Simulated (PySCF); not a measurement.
CaF$_{2}$ (SMILES [F][Ca][F]), singlet, at a GFN2-xTB geometry (such geometries of metal compounds can be far from the true shape); WB97M-V/def2-SVP (PySCF).

PySCF was given this input:
```python
from pyscf import gto, scf, dft

mol = gto.M(
    atom='''
Ca    0.48463727   -0.07969732   -0.18176975
F    -0.72534756    1.23563849   -0.79918929
F    -0.35162414   -1.05853334    1.20312207
''',
    basis='def2-svp',
    verbose=4,
)

mf = dft.RKS(mol)
mf.xc = 'wb97m_v'
mf.kernel()
```

What the program printed (banner, timings and long lists left out):

```
PySCF version 2.14.0

[INPUT] verbose = 4
[INPUT] num. atoms = 3
[INPUT] num. electrons = 38
[INPUT] charge = 0
[INPUT] spin (= nelec alpha-beta = 2S) = 0
[INPUT] symmetry False subgroup None
[INPUT] Mole.unit = angstrom
[INPUT] Symbol           X                Y                Z      unit          X                Y                Z       unit  Magmom
[INPUT]  1 Ca     0.484637270000  -0.079697320000  -0.181769750000 AA    0.915831710057  -0.150606107662  -0.343495045231 Bohr   0.0
[INPUT]  2 F     -0.725347560000   1.235638490000  -0.799189290000 AA   -1.370708233522   2.335018335071  -1.510248879786 Bohr   0.0
[INPUT]  3 F     -0.351624140000  -1.058533340000   1.203122070000 AA   -0.664473323386  -2.000338106321   2.273571206720 Bohr   0.0

nuclear repulsion = 114.720898336515
number of shells = 22
number of NR pGTOs = 109
number of NR cGTOs = 52
basis = def2-svp
ecp = {}

******** <class 'pyscf.dft.rks.RKS'> ********
method = RKS
initial guess = minao
damping factor = 0
level_shift factor = 0
DIIS = <class 'pyscf.scf.diis.CDIIS'>
diis_start_cycle = 1
diis_space = 8
diis_damp = 0
SCF conv_tol = 1e-09
SCF conv_tol_grad = None
SCF max_cycles = 50
direct_scf = True
direct_scf_tol = 1e-13
XC library pyscf.dft.libxc version 7.1.2
    S. Lehtola, C. Steigemann, M. J. T. Oliveira, and M. A. L. Marques,  SoftwareX 7, 1–5 (2018)
XC functionals = wb97m_v
    N. Mardirossian and M. Head-Gordon,  J. Chem. Phys. 144, 214110 (2016)
radial grids:
    Treutler-Ahlrichs [JCP 102, 346 (1995); DOI:10.1063/1.469408] (M4) radial grids

becke partition: Becke, JCP 88, 2547 (1988); DOI:10.1063/1.454033
pruning grids: <function nwchem_prune>
grids dens level: 3
symmetrized grids: False
atomic radii adjust function: <function treutler_atomic_radii_adjust>
** Following is NLC and NLC Grids **
NLC functional = wb97m_v
radial grids:
    Treutler-Ahlrichs [JCP 102, 346 (1995); DOI:10.1063/1.469408] (M4) radial grids

becke partition: Becke, JCP 88, 2547 (1988); DOI:10.1063/1.454033
pruning grids: <function nwchem_prune>
grids dens level: 3
symmetrized grids: False
atomic radii adjust function: <function treutler_atomic_radii_adjust>
small_rho_cutoff = 0
Set gradient conv threshold to 3.16228e-05
Initial guess from minao.
tot grids = 48952
tot grids = 48952
init E= -876.760702702819
  HOMO = -0.597719959678543  LUMO = -0.15966676521762  gap/eV = 11.92003
cycle= 1 E= -876.886402635213  delta_E= -0.126  |g|= 1.01  |ddm|=  2.5
  HOMO = -0.199138840369352  LUMO = -0.0491463080684977  gap/eV = 4.08150
cycle= 2 E= -876.728013555  delta_E= 0.158  |g|= 1.48  |ddm|= 1.53
  HOMO = -0.401218351659149  LUMO = -0.0291916473439158  gap/eV = 10.12336
cycle= 3 E= -877.087108504725  delta_E= -0.359  |g|= 0.0268  |ddm|=  0.9
  HOMO = -0.4049032695598  LUMO = -0.028610393880085  gap/eV = 10.23945
cycle= 4 E= -877.087604781666  delta_E= -0.000496  |g|= 0.0117  |ddm|= 0.0533
  HOMO = -0.405669653758436  LUMO = -0.0281345411612501  gap/eV = 10.27325
cycle= 5 E= -877.087686257725  delta_E= -8.15e-05  |g|= 0.00294  |ddm|= 0.0268
  HOMO = -0.405958211619331  LUMO = -0.0280359675874506  gap/eV = 10.28379
cycle= 6 E= -877.087697454311  delta_E= -1.12e-05  |g|= 0.000944  |ddm|= 0.0115
  HOMO = -0.40584464122476  LUMO = -0.0281751793888847  gap/eV = 10.27691
cycle= 7 E= -877.087698533869  delta_E= -1.08e-06  |g|= 0.000177  |ddm|= 0.00368
  HOMO = -0.405827351827209  LUMO = -0.0281888344806176  gap/eV = 10.27607
cycle= 8 E= -877.087698577482  delta_E= -4.36e-08  |g|= 3.03e-05  |ddm|= 0.000834
  HOMO = -0.405829648896783  LUMO = -0.0281912686693491  gap/eV = 10.27606
cycle= 9 E= -877.087698577969  delta_E= -4.87e-10  |g|= 2.1e-05  |ddm|= 6.31e-05
  HOMO = -0.405831351647348  LUMO = -0.0281910881918499  gap/eV = 10.27611
Extra cycle  E= -877.087698577991  delta_E= -2.16e-11  |g|= 2.43e-05  |ddm|= 2.92e-05
converged SCF energy = -877.087698577991
```
